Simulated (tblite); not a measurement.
Compound: C₆H₅N₂ (doublet state).
Z-matrix (Å and degrees, GFN2-xTB geometry), rows numbered from 1:
```
N 
C   1  1.2229
C   2  1.4882  1  127.06
C   3  1.3898  2  120.83  1   179.84
C   4  1.3882  3  118.18  2  -179.92
N   5  1.3186  4  123.32  3     0.01
C   6  1.3197  5  118.45  4     0.01
C   7  1.3869  6  123.35  5    -0.02
H   2  1.1002  1  121.17  3   179.98
H   4  1.0796  3  121.50  2     0.08
H   5  1.0819  4  120.75  3   179.98
H   7  1.0818  6  115.87  5   179.95
H   8  1.0779  3  120.43  2    -0.08
```

Computed geometry: GFN2-xTB, gas phase. This method treats the open shell by occupation alone, without spin polarisation.

Take the most abundant isotopes and a rigid rotor. The values belong to one conformer with, in the numbering `[N:1]=[CH:2][c:3]1[cH:4][cH:5][n:6][cH:7][cH:8]1`, N1–C2–C3–C4 180°.

What are A, B and C (MHz)?

Ia = 89.64, Ib = 309.83, Ic = 399.47 u·Å²; 505379 MHz·u·Å²/I gives A = 5638, B = 1631, C = 1265 MHz.

What kind of rotor is it?

An asymmetric top: κ = (2 × 1631 − 5638 − 1265)/(5638 − 1265) = -0.83.

What does the inertial defect say?

Planar: Δ = Ic − Ia − Ib = 0.00 u·Å². For a rigid frame Δ = −2 Σ m c², so it vanishes when all atoms lie in the ab plane; here none is more than 0.01 Å from it.

Give the coordinates in the principal-axis frame, origin at the centre of mass.

The sense of each axis is arbitrary; atoms in the order of the calculation.
```json
{"atom": "N1", "mass (u)": "14.003", "a (Å)": "2.909", "b (Å)": "0.381", "c (Å)": "-0.002"}
{"atom": "C2", "mass (u)": "12.000", "a (Å)": "2.022", "b (Å)": "-0.460", "c (Å)": "0.000"}
{"atom": "C3", "mass (u)": "12.000", "a (Å)": "0.554", "b (Å)": "-0.216", "c (Å)": "0.001"}
{"atom": "C4", "mass (u)": "12.000", "a (Å)": "-0.345", "b (Å)": "-1.276", "c (Å)": "0.000"}
{"atom": "C5", "mass (u)": "12.000", "a (Å)": "-1.702", "b (Å)": "-0.986", "c (Å)": "-0.001"}
{"atom": "N6", "mass (u)": "14.003", "a (Å)": "-2.180", "b (Å)": "0.244", "c (Å)": "-0.001"}
{"atom": "C7", "mass (u)": "12.000", "a (Å)": "-1.326", "b (Å)": "1.250", "c (Å)": "0.000"}
{"atom": "C8", "mass (u)": "12.000", "a (Å)": "0.051", "b (Å)": "1.081", "c (Å)": "0.001"}
{"atom": "H9", "mass (u)": "1.008", "a (Å)": "2.256", "b (Å)": "-1.535", "c (Å)": "0.002"}
{"atom": "H10", "mass (u)": "1.008", "a (Å)": "-0.007", "b (Å)": "-2.302", "c (Å)": "0.000"}
{"atom": "H11", "mass (u)": "1.008", "a (Å)": "-2.438", "b (Å)": "-1.779", "c (Å)": "-0.002"}
{"atom": "H12", "mass (u)": "1.008", "a (Å)": "-1.763", "b (Å)": "2.239", "c (Å)": "-0.001"}
{"atom": "H13", "mass (u)": "1.008", "a (Å)": "0.720", "b (Å)": "1.926", "c (Å)": "0.002"}
```

List the rotational levels J(Ka,Kc) to J = 5 (MHz).

Above 0(0,0):
J = 1: 1(0,1) 2896, 1(1,1) 6903, 1(1,0) 7269
J = 2: 2(0,2) 8665, 2(1,2) 12329, 2(1,1) 13427, 2(2,1) 25447, 2(2,0) 25471
J = 3: 3(0,3) 17259, 3(1,3) 20455, 3(1,2) 22650, 3(2,2) 34136, 3(2,1) 34255, 3(3,1) 55098, 3(3,0) 55099
J = 4: 4(0,4) 28610, 4(1,4) 31263, 4(1,3) 34916, 4(2,3) 45702, 4(2,2) 46055, 4(3,2) 66729, 4(3,1) 66735, 4(4,1) 96015, 4(4,0) 96015
J = 5: 5(0,5) 42641, 5(1,5) 44734, 5(1,4) 50197, 5(2,4) 60131, 5(2,3) 60934, 5(3,3) 81282, 5(3,2) 81310, 5(4,2) 110549, 5(4,1) 110549, 5(5,1) 148206, 5(5,0) 148206
Those of J = 1 are B + C, A + C and A + B.

Estimate the classical rotational partition function at 10 K, 200 K and 298.15 K.

Point group Cs, symmetry number σ = 1; q = (√π/σ)·√((kT/h)³/(ABC)), k/h = 20836.6 MHz/K: 1560 at 10 K, 140000 at 200 K, 254000 at 298.15 K.

For this open shell read J as N, the rotation without spin; fine and hyperfine splittings come on top. Its GFN2-xTB frequencies are all real (lowest 50 cm⁻¹). Zero-point vibration and centrifugal distortion are left out.
